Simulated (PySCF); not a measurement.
# Exercise with solution: chemical shift, span and skew from a shielding tensor

Zn(NH2)2 (H₄N₂Zn), SMILES [NH2][Zn][NH2]. Atoms are numbered in the order given.

```xyz
7

Zn     0.0000     0.0000     0.0200
N     -0.0654    -1.8134    -0.0876
H      0.7698    -2.2848    -0.4158
H     -0.4019    -2.3095     0.7294
N      0.0654     1.8134    -0.0876
H     -0.7698     2.2848    -0.4158
H      0.4019     2.3095     0.7294
```

Coordinates come from a TPSSh-D3(BJ)/def2-TZVP optimisation. Other conformers were not sampled.

GIAO shieldings from PySCF with B3LYP/pcSseg-1, non-relativistic, no solvent. The symmetric part of the tensor of N2 has the principal values 246.0, 302.1, 305.9 ppm. The same nucleus in NH3 has σ = 265.5 ppm at this level (PySCF, at its B3LYP-D3(BJ)/def2-TZVP geometry).

Task: Work out the isotropic shielding, the ¹⁵N shift against NH3, the span and the skew.

Result: 
σ(iso) = (σ11 + σ22 + σ33)/3 = 284.7 ppm. δ = σ(ref) − σ(iso) = 265.5 − (284.7) = -19.2 ppm.
Span Ω = σ33 − σ11 = 59.9 ppm. Skew κ = 3(σ(iso) − σ22)/Ω = -0.87. Tumbling in solution averages the tensor to δ; in a static solid the shielding alone would spread this spin-1/2 line over Ω.
